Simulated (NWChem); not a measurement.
System: CH2F2O2Si; SMILES [Si](F)(C=O)(F)O

The following NWChem deck was run.

```
start job
memory heap 200 mb stack 900 mb global 1100 mb
geometry units angstroms noautoz
  O     -0.283013     2.203402     0.029601
  C      0.582721     1.366590     0.156649
  Si     0.019456    -0.449632    -0.020984
  O     -1.578760    -0.383777    -0.316213
  F      0.814967    -1.188687    -1.204043
  F      0.346921    -1.288910     1.308354
  H      1.639862     1.674344     0.365316
  H     -1.904966     0.527115    -0.339942
end
basis spherical
  * library def2-tzvp
end
dft
  xc b3lyp
  iterations 150
  semidirect filesize 400000000
  mulliken
end
task dft energy
```

Parts of the log:

```
             Northwest Computational Chemistry Package (NWChem) 7.3.0
             --------------------------------------------------------

 C1  symmetry detected

                             Geometry "geometry" -> ""
                             -------------------------

 Output coordinates in angstroms (scale by  1.889725989 to convert to a.u.)

  No.       Tag          Charge          X              Y              Z
 ---- ---------------- ---------- -------------- -------------- --------------
    1 O                    8.0000     0.08551198     2.28268101    -0.00024749
    2 C                    6.0000     0.82590275     1.32471128    -0.00277237
    3 Si                  14.0000    -0.02360672    -0.38578836     0.00004566
    4 O                    8.0000    -1.62107914    -0.07943014     0.00427763
    5 F                    9.0000     0.41473862    -1.25123104    -1.27961483
    6 F                    9.0000     0.42189453    -1.25020690     1.27796178
    7 H                    1.0000     1.93714560     1.46937339    -0.00647917
    8 H                    1.0000    -1.80722911     0.87033044     0.00511038

 Effective nuclear repulsion energy (a.u.)     316.9950970005

                                 NWChem DFT Module
                                 -----------------

 Summary of "ao basis" -> "ao basis" (spherical)
 ------------------------------------------------------------------------------
       Tag                 Description            Shells   Functions and Types
 ---------------- ------------------------------  ------  ---------------------
 O                         def2-tzvp                11       31   5s3p2d1f
 C                         def2-tzvp                11       31   5s3p2d1f
 Si                        def2-tzvp                13       37   5s5p2d1f
 F                         def2-tzvp                11       31   5s3p2d1f
 H                         def2-tzvp                 4        6   3s1p

            General Information
            -------------------
          SCF calculation type: DFT
          Wavefunction type:  closed shell.
          No. of atoms     :     8
          No. of electrons :    56
           Alpha electrons :    28
            Beta electrons :    28
          Charge           :     0
          Spin multiplicity:     1
          Use of symmetry is: off; symmetry adaption is: off
          Maximum number of iterations: 150
          AO basis - number of functions:   204
                     number of shells:    76
          Convergence on energy requested:  1.00D-06
          Convergence on density requested:  1.00D-05
          Convergence on gradient requested:  5.00D-04

              XC Information
              --------------
                         B3LYP Method XC Potential
                     Hartree-Fock (Exact) Exchange  0.200
                        Slater Exchange Functional  0.800 local
                    Becke 1988 Exchange Functional  0.720 non-local
              Lee-Yang-Parr Correlation Functional  0.810
                  VWN I RPA Correlation Functional  0.190 local

             Grid Information
             ----------------
          Grid used for XC integration:  medium
          Radial quadrature: Mura-Knowles
          Angular quadrature: Lebedev.
          Tag              B.-S. Rad. Rad. Pts. Rad. Cut. Ang. Pts.
          ---              ---------- --------- --------- ---------
          O                   0.60       49          11.0       434
          C                   0.70       49           9.0       434
          Si                  1.10       88          10.0       590
          F                   0.50       49          10.0       434
          H                   0.35       45          11.0       434
          Grid pruning is: on
          Number of quadrature shells:   423
          Spatial weights used:  Erf1

      Superposition of Atomic Density Guess
      -------------------------------------

 Sum of atomic energies:        -675.91112833

      Non-variational initial energy
      ------------------------------

 Total energy =    -677.559810
 1-e energy   =   -1567.528782
 2-e energy   =     572.973876
 HOMO         =      -0.297819
 LUMO         =      -0.078043

------------------------------------------------------------
EAF file 0: "./job.aoints.0" size=580911104 bytes
------------------------------------------------------------
               write      read    awrite     aread      wait
               -----      ----    ------     -----      ----
     calls:     1108         0         0         0         0
   data(b): 5.81e+08  0.00e+00  0.00e+00  0.00e+00
   time(s): 0.00e+00  0.00e+00  0.00e+00  0.00e+00  0.00e+00
rate(mb/s): 0.00e+00  0.00e+00
------------------------------------------------------------

     ---------------------------------------------
      Total Density - Mulliken Population Analysis
     ---------------------------------------------

    Atom       Charge   Shell Charges
 -----------   ------   -------------------------------------------------------
    1 O    8     8.67   0.79  1.18  0.61  0.95  0.30  1.98  2.07  0.76  0.00  0.02  0.00
    2 C    6     5.60   0.86  1.12  0.55  0.66  0.16  0.94  0.96  0.24  0.03  0.07  0.01
    3 Si  14    12.46   2.00  0.59  1.39  0.72  0.24  4.10  1.74  0.46  0.60  0.11  0.24  0.18  0.11
    4 O    8     8.82   0.79  1.18  0.59  0.95  0.24  2.02  2.20  0.83  0.00  0.01  0.00
    5 F    9     9.51   0.77  1.20  0.61  1.01  0.31  2.36  2.35  0.88  0.00  0.01  0.00
    6 F    9     9.51   0.77  1.20  0.61  1.01  0.31  2.36  2.35  0.88  0.00  0.01  0.00
    7 H    1     0.89   0.24  0.47  0.16  0.02
    8 H    1     0.54   0.19  0.25  0.06  0.04

   convergence    iter        energy       DeltaE   RMS-Dens  Diis-err
 ---------------- ----- ----------------- --------- --------- ---------
 d= 0,ls=0.0,diis     1   -679.1095052458 -9.96D+02  7.10D-03  2.20D+00
 d= 0,ls=0.0,diis     2   -678.6893288507  4.20D-01  4.76D-03  6.82D+00
 d= 0,ls=0.0,diis     3   -679.2925343083 -6.03D-01  1.44D-03  2.09D-01
 d= 0,ls=0.0,diis     4   -679.2977051720 -5.17D-03  7.50D-04  1.58D-01
 d= 0,ls=0.0,diis     5   -679.3107649556 -1.31D-02  1.02D-04  1.34D-03
  Resetting Diis
 d= 0,ls=0.0,diis     6   -679.3108767594 -1.12D-04  2.62D-05  1.06D-04
 d= 0,ls=0.0,diis     7   -679.3108854872 -8.73D-06  1.95D-05  1.79D-05
 d= 0,ls=0.0,diis     8   -679.3108827276  2.76D-06  1.16D-05  5.25D-05
 d= 0,ls=0.0,diis     9   -679.3108869214 -4.19D-06  1.44D-06  4.55D-07
 d= 0,ls=0.0,diis    10   -679.3108869556 -3.42D-08  5.62D-07  6.95D-08

         Total DFT energy =     -679.310886955635
      One electron energy =    -1570.749116670115
           Coulomb energy =      639.834661277827
    Exchange-Corr. energy =      -65.391528563828
 Nuclear repulsion energy =      316.995097000481

 Numeric. integr. density =       55.999994499936

                       DFT Final Molecular Orbital Analysis
                       ------------------------------------

 Vector   26  Occ=2.000000D+00  E=-4.037388D-01
              MO Center= -1.3D+00,  1.5D-01,  3.4D-03, r^2= 1.9D+00
   Bfn.  Coefficient  Atom+Function         Bfn.  Coefficient  Atom+Function
  ----- ------------  ---------------      ----- ------------  ---------------
   105      0.340319  4 O  px               108      0.278168  4 O  px
   106      0.222138  4 O  py               111      0.185663  4 O  px
   109      0.179169  4 O  py                 6      0.139528  1 O  px
   103     -0.129452  4 O  s                104     -0.129979  4 O  s
    38      0.116955  2 C  py                 9      0.110934  1 O  px

 Vector   27  Occ=2.000000D+00  E=-3.723387D-01
              MO Center= -1.4D+00, -1.3D-01,  3.7D-03, r^2= 1.4D+00
   Bfn.  Coefficient  Atom+Function         Bfn.  Coefficient  Atom+Function
  ----- ------------  ---------------      ----- ------------  ---------------
   107      0.441341  4 O  pz               110      0.368013  4 O  pz
   113      0.266053  4 O  pz               136     -0.101877  5 F  px
   167      0.101887  6 F  px               139     -0.079589  5 F  px
   170      0.079583  6 F  px               142     -0.054862  5 F  px
   173      0.054806  6 F  px               137      0.053903  5 F  py

 Vector   28  Occ=2.000000D+00  E=-2.887724D-01
              MO Center=  4.4D-01,  1.6D+00, -1.5D-03, r^2= 2.1D+00
   Bfn.  Coefficient  Atom+Function         Bfn.  Coefficient  Atom+Function
  ----- ------------  ---------------      ----- ------------  ---------------
     6      0.293892  1 O  px                 7      0.261603  1 O  py
     9      0.239175  1 O  px                10      0.214761  1 O  py
    12      0.195260  1 O  px                66      0.193198  3 Si s
    13      0.186949  1 O  py               194     -0.183196  7 H  s
   195     -0.173732  7 H  s                 78      0.143643  3 Si py

 Vector   29  Occ=0.000000D+00  E=-1.004821D-01
              MO Center=  5.7D-01,  1.4D+00, -2.0D-03, r^2= 2.0D+00
   Bfn.  Coefficient  Atom+Function         Bfn.  Coefficient  Atom+Function
  ----- ------------  ---------------      ----- ------------  ---------------
    45     -0.372482  2 C  pz                14      0.346254  1 O  pz
    42     -0.334945  2 C  pz                39     -0.316604  2 C  pz
     8      0.314772  1 O  pz                11      0.251854  1 O  pz
    79     -0.152784  3 Si pz                82     -0.100747  3 Si pz
    84     -0.066049  3 Si d -1             137     -0.065088  5 F  py

 Vector   30  Occ=0.000000D+00  E= 8.030502D-03
              MO Center= -9.7D-01,  1.7D-01,  2.8D-03, r^2= 5.2D+00
   Bfn.  Coefficient  Atom+Function         Bfn.  Coefficient  Atom+Function
  ----- ------------  ---------------      ----- ------------  ---------------
   201      0.986999  8 H  s                104     -0.850406  4 O  s
    67      0.625884  3 Si s                  5     -0.579728  1 O  s
    81     -0.521935  3 Si py               195      0.491687  7 H  s
    36      0.438292  2 C  s                 43     -0.419038  2 C  px
   135     -0.320406  5 F  s                166     -0.320411  6 F  s

 Vector   31  Occ=0.000000D+00  E= 3.055849D-02
              MO Center=  9.0D-01, -3.5D-02, -2.9D-03, r^2= 5.0D+00
   Bfn.  Coefficient  Atom+Function         Bfn.  Coefficient  Atom+Function
  ----- ------------  ---------------      ----- ------------  ---------------
   195      1.042648  7 H  s                 36     -0.842823  2 C  s
     5      0.676634  1 O  s                 81     -0.659784  3 Si py
    80      0.653571  3 Si px                44     -0.521635  2 C  py
   104      0.393049  4 O  s                 35     -0.375782  2 C  s
    43     -0.362778  2 C  px               135     -0.340123  5 F  s

------------------------------------------------------------
EAF file 0: "./job.aoints.0" size=1007157248 bytes
------------------------------------------------------------
               write      read    awrite     aread      wait
               -----      ----    ------     -----      ----
     calls:     1921         9         0     17280     17280
   data(b): 1.01e+09  4.72e+06  0.00e+00  9.06e+09
   time(s): 0.00e+00  0.00e+00  0.00e+00  0.00e+00  0.00e+00
rate(mb/s): 0.00e+00  0.00e+00
------------------------------------------------------------

     ---------------------------------------------
      Total Density - Mulliken Population Analysis
     ---------------------------------------------

    Atom       Charge   Shell Charges
 -----------   ------   -------------------------------------------------------
    1 O    8     8.26   0.79  1.18  0.62  0.90  0.35  1.88  1.75  0.75  0.00  0.03  0.00
    2 C    6     5.99   0.86  1.12  0.56  0.63  0.14  1.25  1.06  0.24  0.04  0.09  0.01
    3 Si  14    13.09   2.00  0.57  1.40  0.79  0.14  4.13  1.68  0.62  0.77  0.12  0.38  0.33  0.16
    4 O    8     8.49   0.79  1.18  0.58  0.91  0.28  1.93  1.92  0.87  0.00  0.02  0.00
    5 F    9     9.31   0.77  1.20  0.61  0.97  0.35  2.29  2.13  0.97  0.00  0.01  0.00
    6 F    9     9.31   0.77  1.20  0.61  0.97  0.35  2.29  2.13  0.97  0.00  0.01  0.00
    7 H    1     0.90   0.27  0.49  0.12  0.02
    8 H    1     0.66   0.25  0.32  0.04  0.05

     -------------------------------------------
      Total Density - Lowdin Population Analysis
     -------------------------------------------

    Atom       Charge   Shell Charges
 -----------   ------   -------------------------------------------------------
    1 O    8     7.88   0.87  1.09  0.53  0.59  0.34  1.72  1.78  0.87  0.00  0.07  0.01
    2 C    6     6.35   0.91  1.04  0.40  0.37  0.22  1.08  1.21  0.52  0.05  0.46  0.08
    3 Si  14    14.07   2.00  0.83  1.08  0.43  0.22  3.85  1.87  0.67  0.83  0.37  0.43  0.94  0.56
    4 O    8     8.07   0.87  1.09  0.53  0.58  0.31  1.77  1.91  0.98  0.00  0.03  0.00
    5 F    9     8.97   0.86  1.10  0.60  0.71  0.39  2.15  2.14  1.02  0.00  0.01  0.00
    6 F    9     8.97   0.86  1.10  0.60  0.71  0.39  2.15  2.14  1.02  0.00  0.01  0.00
    7 H    1     0.89   0.25  0.40  0.18  0.06
    8 H    1     0.80   0.24  0.30  0.11  0.16

     Multipole analysis of the density
     ---------------------------------

     L   x y z        total         alpha         beta         nuclear
     -   - - -        -----         -----         ----         -------
     0   0 0 0     -0.000000    -28.000000    -28.000000     56.000000

     1   1 0 0      0.377617      0.188809      0.188809     -0.000000
     1   0 1 0      0.439848      0.219924      0.219924      0.000000
     1   0 0 1     -0.001425     -0.000713     -0.000713      0.000000

     2   2 0 0    -27.397611    -76.818816    -76.818816    126.240021
     2   1 1 0      0.112518     -1.978658     -1.978658      4.069834
     2   1 0 1     -0.010877      0.021433      0.021433     -0.053744
     2   0 2 0    -33.260235   -169.154296   -169.154296    305.048356
     2   0 1 1     -0.001437      0.006777      0.006777     -0.014992
     2   0 0 2    -30.586018    -67.851335    -67.851335    105.116653
```

Level: B3LYP/def2-TZVP. Geometry: optimised at PBE0/def2-SVP.
